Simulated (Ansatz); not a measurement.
## Strength of the C–H bond: C2H3Cl2Si → C2H2Cl2Si + H

Species: C2H3Cl2Si `[H]/[C]=C\[SiH](Cl)Cl`, doublet; C2H2Cl2Si `C#C[SiH](Cl)Cl`, singlet; H atom, doublet. 

Shapes, held fixed at every level: PBE0-D4/def2-TZVP. Flexible molecules stand in one conformer, not always the lowest. Programs: Ansatz 0.2.0. Electronic energies: no zero-point or thermal term.

(1) Estimate ΔE of this reaction.

## Answers

(1) B2PLYP/def2-TZVPP gives ΔE = +151.9 kJ/mol; the levels span +151.9 to +183.2. A fragment pairs its electrons up again, so this isn't a typical strength of such a bond. The median of the levels is +167.8. No measured value is set beside it here. Spin contamination: C2H3Cl2Si (⟨S²⟩ up to 0.92). Open shells run unrestricted unless RO is named. Times are processor times on shared x86 and Arm servers, and rough.

```json
{"level": "HF/def2-TZVPP", "kind": "Hartree–Fock", "ΔE (kJ/mol)": "+159.2", "CPU time (sum over the molecules)": "–"}
{"level": "r2SCAN-D4/def2-TZVPP", "kind": "meta-GGA", "ΔE (kJ/mol)": "+183.2", "CPU time (sum over the molecules)": "49 s"}
{"level": "B3LYP-D4/def2-TZVPP", "kind": "global hybrid", "ΔE (kJ/mol)": "+171.2", "CPU time (sum over the molecules)": "50 s"}
{"level": "PBE0-D4/def2-TZVPP", "kind": "global hybrid", "ΔE (kJ/mol)": "+177.1", "CPU time (sum over the molecules)": "40 s"}
{"level": "wB97M-V/def2-TZVPP", "kind": "range-separated hybrid", "ΔE (kJ/mol)": "+160.9", "CPU time (sum over the molecules)": "1.8 min"}
{"level": "wB97X-V/def2-TZVPP", "kind": "range-separated hybrid", "ΔE (kJ/mol)": "+167.8", "CPU time (sum over the molecules)": "86 s"}
{"level": "B2PLYP/def2-TZVPP", "kind": "double hybrid", "ΔE (kJ/mol)": "+151.9", "CPU time (sum over the molecules)": "51 s"}
```
